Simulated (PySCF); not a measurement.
Values are calculated unless marked as measured or tabulated.
**CH6NO2Si**

CH6NO2Si is a small molecule (built as: C site whose three back bonds go to NHSiH3, OH, OH), neutral, doublet. The structure, one conformer, was relaxed in the gas phase by PBE0-D3(BJ)/def2-SVP. No frequency run checks that it is a minimum.

SMILES: O[C](O)N[SiH3]

Coordinates in Å:
```
C1      1.125    0.069   -0.117
N2      0.045   -0.666    0.355
Si3    -1.586   -0.464   -0.247
O4      2.103    0.225    0.828
O5      0.756    1.207   -0.779
H6      0.295   -1.475    0.912
H7     -2.365   -1.553    0.413
H8     -2.176    0.854    0.135
H9     -1.682   -0.608   -1.730
H10     2.912    0.470    0.365
H11     0.606    1.913   -0.125
```

EPR values by unrestricted B3LYP, IGLO-III on C N O Si, pcH-1 on H.

Q: Predict g and the largest hyperfine couplings. Where does the spin sit?

A: g = 2.0020, 2.0029, 2.0031. The spin sits on C1 (81 %, bonded to 1 N + 2 O) by Mulliken populations.
```
atom  isotope  isotropic (MHz)  dipolar, principal values (MHz)
  C1      13C            388.2              -65.5, -64.6, 130.1
  O5      17O           -142.1                   -9.5, 4.0, 5.4
 H11       1H            102.5                  -5.1, -3.3, 8.4
  O4      17O            -13.2                -33.6, 16.1, 17.5
 H10       1H             11.5                -12.4, -7.3, 19.7
  N2      14N             11.4                 -7.1, -6.4, 13.6
```

Q: How do the isotropic couplings move with BHandHLYP?

A: C1 388.2 to 433.7 MHz, O5 -142.1 to -127.6 MHz, H11 102.5 to 99.4 MHz, O4 -13.2 to -14.8 MHz.

The 2 runs behind this took 88 s in all, one thread each of Arm Neoverse V1 on a shared host, launched as `OMP_NUM_THREADS=1 python cluster_run.py task.json out`.
